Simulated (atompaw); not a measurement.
# u(r) = r·R(r): atom against pseudo-atom (Ce (Z = 58))

Columns: radius, all-electron u(r) and pseudo u(r) of the 4f shell (level -5.61 eV) of cerium in the configuration [Kr] 4d10 4f1 5s2 5p6 5d1 6s2 6p0; LDA (PW92), scalar-relativistic, PAW (atompaw) scheme, atompaw 4.2.0.5.

| r (bohr) | all-electron | pseudo |
| --- | --- | --- |
| 0.115 | 0.0611 | 0.0027 |
| 0.231 | 0.3115 | 0.0392 |
| 0.346 | 0.5957 | 0.1607 |
| 0.462 | 0.8046 | 0.3814 |
| 0.577 | 0.9154 | 0.6378 |
| 0.692 | 0.9507 | 0.8357 |
| 0.808 | 0.9369 | 0.9163 |
| 0.923 | 0.8948 | 0.8960 |
| 1.038 | 0.8380 | 0.8381 |
| 1.154 | 0.7745 | 0.7745 |
| 1.269 | 0.7104 | 0.7104 |
| 1.385 | 0.6475 | 0.6475 |
| 1.500 | 0.5883 | 0.5883 |
| 1.615 | 0.5332 | 0.5332 |
| 1.731 | 0.4821 | 0.4821 |
| 1.846 | 0.4358 | 0.4358 |
| 1.962 | 0.3935 | 0.3935 |
| 2.077 | 0.3555 | 0.3555 |
| 2.192 | 0.3213 | 0.3213 |
| 2.308 | 0.2903 | 0.2903 |
| 2.423 | 0.2626 | 0.2626 |
| 2.538 | 0.2378 | 0.2378 |
| 2.654 | 0.2153 | 0.2153 |
| 2.769 | 0.1953 | 0.1953 |
| 2.885 | 0.1771 | 0.1771 |
| 3.000 | 0.1610 | 0.1610 |

(1) How many radial nodes do the two functions have?

(2) At about which radius was the pseudo-wave matched?

(3) Is the pseudo-wave norm-conserving?

Results:

(1) The all-electron 4f function has n − l − 1 = 0; the pseudo-wave has 0.

(2) 1.05 bohr, where the columns begin to agree (steps of 0.12 bohr).

(3) No, it belongs to a PAW set: the norm inside the radius is not constrained, and the difference is carried by the augmentation charge.
